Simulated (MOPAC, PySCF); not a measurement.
C6H15Ga, SMILES `C[CH2][Ga]([CH2]C)[CH2]C`, neutral singlet in the gas phase. 

Cartesian coordinates (Å):
```xyz
22

C      2.6784    -1.2026     0.3735
C      1.9268     0.1238     0.4072
Ga    -0.0171     0.0358     0.0174
C     -0.8684    -1.7093    -0.3927
C     -2.3634    -1.6732    -0.6908
C     -1.1100     1.6921     0.0406
C     -0.3615     2.9856     0.3439
H      2.2736    -1.9214     1.1044
H      2.6081    -1.6880    -0.6135
H      3.7524    -1.0865     0.5983
H      2.3696     0.8436    -0.3062
H      2.0398     0.6139     1.3921
H     -0.3104    -2.1540    -1.2377
H     -0.6544    -2.3830     0.4579
H     -2.5922    -1.0360    -1.5605
H     -2.7761    -2.6731    -0.9082
H     -2.9400    -1.2653     0.1553
H     -1.9263     1.5316     0.7695
H     -1.6265     1.7569    -0.9350
H     -1.0242     3.8677     0.3460
H      0.1312     2.9522     1.3293
H      0.4319     3.1824    -0.3953
```
Charge 0, multiplicity 1.

All levels are single points at this geometry (PBE0-D3(BJ)/def2-SVP); Pople sets use spherical d functions. Orbital energies aren't observables, and empty levels follow the basis.

B3LYP/6-311+G** (LANL2DZ on Ga) in PySCF gives HOMO (eV) = -6.70.

Estimate the HOMO (eV) from each of these levels: PBE0-D3(BJ)/def2-TZVP in PySCF; B3LYP/3-21G in PySCF; BP86/6-31G* in PySCF; PM3 in MOPAC; PM7 in MOPAC.


```json
[
 {"level": "PBE0-D3(BJ)/def2-TZVP in PySCF", "HOMO (eV)": "-6.84"},
 {"level": "B3LYP/3-21G in PySCF", "HOMO (eV)": "-6.34"},
 {"level": "BP86/6-31G* in PySCF", "HOMO (eV)": "-5.54"},
 {"level": "PM3 in MOPAC", "HOMO (eV)": "-8.71"},
 {"level": "PM7 in MOPAC", "HOMO (eV)": "-9.72"}
]
```
